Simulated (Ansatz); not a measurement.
Start from `[AlH2][O]CS` and change one element to get `[AlH2][O][SiH2]S`.

Ansatz, PBE0-D4/def2-TZVP geometries, multiplicity 1. Each molecule was computed in one conformer, which needn't be the lowest.

| property | `[AlH2][O]CS` |
| --- | --- |
| size of the dipole moment (PBE/def2-TZVPP) / D | 2.63 |
| size of the dipole moment (B3LYP/def2-TZVPP) / D | 2.70 |
| ideal-gas entropy at 298 K and 1 bar (rigid rotor, harmonic PBE0-D4/def2-TZVP) / J/(mol·K) | 318 |
| HOMO–LUMO gap (B3LYP/def2-TZVPP) / eV | 6.50 |
| HOMO–LUMO gap (PBE/def2-TZVPP) / eV | 4.62 |
| LUMO energy (PBE0/def2-TZVPP) / eV | -0.65 |

Question: What does the change do to each property? (An estimate is asked.)

Answer: Ansatz gave: 
| property | `[AlH2][O][SiH2]S` | shift |
| --- | --- | --- |
| size of the dipole moment (PBE/def2-TZVPP) / D | 1.20 | -1.43 |
| size of the dipole moment (B3LYP/def2-TZVPP) / D | 1.23 | -1.47 |
| ideal-gas entropy at 298 K and 1 bar (rigid rotor, harmonic PBE0-D4/def2-TZVP) / J/(mol·K) | 369 | 51 |
| HOMO–LUMO gap (B3LYP/def2-TZVPP) / eV | 5.85 | -0.65 |
| HOMO–LUMO gap (PBE/def2-TZVPP) / eV | 4.33 | -0.29 |
| LUMO energy (PBE0/def2-TZVPP) / eV | -1.25 | -0.60 |

Dipoles are sizes alone; their direction can turn. Modes under 60 cm⁻¹, often nearly free rotors, make the harmonic entropy too high.

B3LYP here is the variant with VWN-RPA as its local correlation; programs differ in this.
